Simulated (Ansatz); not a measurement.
Reaction (atomization): `B[CH2][Al]([CH3])[SiH3]` → Al• + B• + 2 C• + 10 H• + Si•

Gas-phase electronic energies from Ansatz, PBE0-D4/def2-TZVP geometries. CCSD(T)/CBS adds triple-zeta CCSD(T) − MP2 to the extrapolated MP2 energy (def2 sets, frozen cores). This one scheme is used for every species, atoms too. For atomizations the MP2-based limit and the directly extrapolated one differ by several kJ/mol either way, and by 10 to 25 for some Ge, Se and Sn compounds, so smaller differences from it don't rank the levels. Functionals use def2-TZVPP. Open shells (•) are unrestricted, without spin–orbit coupling. Spin–orbit coupling would lower the free atoms: a little for Al, B, C, Si. One conformer a species, not always the lowest.

```json
{"level": "r2SCANh-D4", "ΔE (kJ/mol)": "5103.1"}
{"level": "CAM-B3LYP", "ΔE (kJ/mol)": "5088.6"}
```

Q: What does CCSD(T)/CBS give? (An estimate is asked.)

A: The calculation gave: +5085.0 kJ/mol. The listed levels differ from it by 18.1, 3.6 kJ/mol.

Largest T1 diagnostic among the species: 0.018.

From r2SCAN to r2SCAN0 (25 % exact exchange), in def2-TZVPP and without D4, ΔE moves by −35.5 kJ/mol: exact exchange takes away binding that semilocal exchange gives to molecules. The D4 term adds +46.2 kJ/mol with B3LYP and +25.0 kJ/mol with PBE0; it sums over pairs of atoms, weighted by their polarisabilities, and B3LYP, whose exchange is more repulsive, gets the larger term. Leaving LDA and LC-ωPBE aside and taking each functional with its dispersion term where it has one, the values, not all of them listed here, spread over 102.2 kJ/mol, from revPBE-D4 to B97M-V. LDA lies +571.6 kJ/mol from PBE without D4, its usual overbinding.

B3LYP here is the variant with VWN-RPA as its local correlation; programs differ in this.
